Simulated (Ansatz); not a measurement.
Reaction (ligand exchange at a Cd–F bond): `[NH2][Cd][F]` + CH₃OH → `C[O][Cd][NH2]` + H–F

Computed with Ansatz on PBE0-D4/def2-TZVP structures; ΔE is electronic, products minus reactants. CCSD(T)/CBS adds triple-zeta CCSD(T) − MP2 to the extrapolated MP2 energy (def2 sets, frozen cores). This one scheme is used for every species. DFT in def2-TZVPP. B3LYP here is the variant with VWN-RPA as its local correlation; programs differ in this. HSE06 is defined as in plane-wave codes. Elements past krypton have def2 core potentials. For Cd outer-core shells are correlated without core-valence functions, which leaves a few kJ/mol of doubt a bond. One conformer a species, not always the lowest.

`[NH2][Cd][F]`:

```xyz
5

N     0.852   -0.333   -0.523
Cd   -0.631    0.581    0.457
F    -1.984    1.603    1.390
H     1.256   -1.073    0.041
H     0.507   -0.779   -1.366
```

CH₃OH:

Cartesian coordinates in Å:
```
C 0.096 -0.339 -0.052
O -0.154 1.005 -0.394
H 0.435 -0.842 -0.958
H -0.804 -0.854 0.307
H 0.883 -0.438 0.707
H -0.456 1.468 0.389
```

`C[O][Cd][NH2]`:

Cartesian coordinates in Å:
```
C -1.783 0.657 0.810
O -1.298 -0.197 -0.185
Cd 0.622 -0.441 -0.526
N 2.584 -0.671 -0.851
H -1.462 0.371 1.824
H -2.880 0.618 0.799
H -1.496 1.708 0.660
H 2.841 -0.409 -1.796
H 2.873 -1.636 -0.735
```

H–F:

```xyz
2

F    -0.061   -0.439    0.124
H     0.061    0.439   -0.124
```

Q: Is it downhill or uphill in electronic energy at CCSD(T)/CBS, and by how much? (An estimate is asked.)

A: The calculation gave: Uphill: ΔE = +40.2 kJ/mol.

Q: What do these levels give: BLYP-D4, r2SCAN-D4, B3LYP-D4, r2SCANh-D4, B2PLYP, HSE06, BHLYP, SCS-MP2/def2-TZVPP, CCSD(T)/def2-TZVPP, HF/def2-QZVPP, HF/CBS(def2), MP2/CBS(def2)? (Estimate.)

A: The calculation gave: BLYP-D4 43.5, r2SCAN-D4 45.2, B3LYP-D4 44.6, r2SCANh-D4 45.1, B2PLYP 43.5, HSE06 45.6, BHLYP 52.4, SCS-MP2/def2-TZVPP 35.9, CCSD(T)/def2-TZVPP 35.2, HF/def2-QZVPP 61.3, HF/CBS(def2) 61.6, MP2/CBS(def2) 34.6 kJ/mol.

Largest T1 diagnostic among the species: 0.016.

Leaving LDA and LC-ωPBE aside and taking each functional with its dispersion term where it has one, the values, not all of them listed here, spread over 9.6 kJ/mol, from PBE-QIDH to B97M-V. LDA lies −10.0 kJ/mol from PBE without D4. In def2-TZVPP, CCSD(T) changes the Hartree–Fock value by −23.9 kJ/mol (the triples alone add −3.8 kJ/mol) and MP2 by −29.6 kJ/mol.
